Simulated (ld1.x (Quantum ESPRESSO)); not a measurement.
**Ranking TM potentials for argon (Ar)**

All share these settings but for the change named:

- Element: argon
- Generator: ld1.x (Quantum ESPRESSO) 7.5
- Type: norm-conserving Troullier–Martins (Kleinman–Bylander form)
- Functional: PW91
- Relativity: scalar-relativistic
- Frozen core: [Ne]
- Valence charge: 8
- Reference configuration: 3s2 3p6
- Partial waves: 3p (bound): rc 1.00 bohr; 3s (bound): rc 1.30 bohr
- Local potential: the s channel
- Core correction: Bessel-smoothed model core inside 0.45 bohr

Test errors are all-electron minus pseudo excitation energies from the reference, over 3s2 3p5; 3s2 3p4; 3s2 3p3; 3s2 3p2; 3s1 3p6; 3s2 3p5.5. None of these files shows a bound ghost.

The base gives 199.2 meV.

Of 6 variants that were run, those that failed, showed a ghost or another fault, or gave nearly equal values are left out.

**Question.** Rank these variants by their largest absolute test error, smallest first.
A. all radii but the core radius scaled by about 1.15 (s 1.50, p 1.14 bohr)
B. all radii but the core radius scaled by about 1.36 (s 1.76, p 1.36 bohr)
C. all radii but the core radius scaled by about 1.10 (s 1.42, p 1.10 bohr)
D. all radii but the core radius scaled by about 0.86 (s 1.12, p 0.86 bohr)
E. all radii but the core radius scaled by about 1.24 (s 1.62, p 1.24 bohr)

**Answer.** D (174.6 meV), C (254.3 meV), A (299.6 meV), E (389.7 meV), B (506.0 meV).
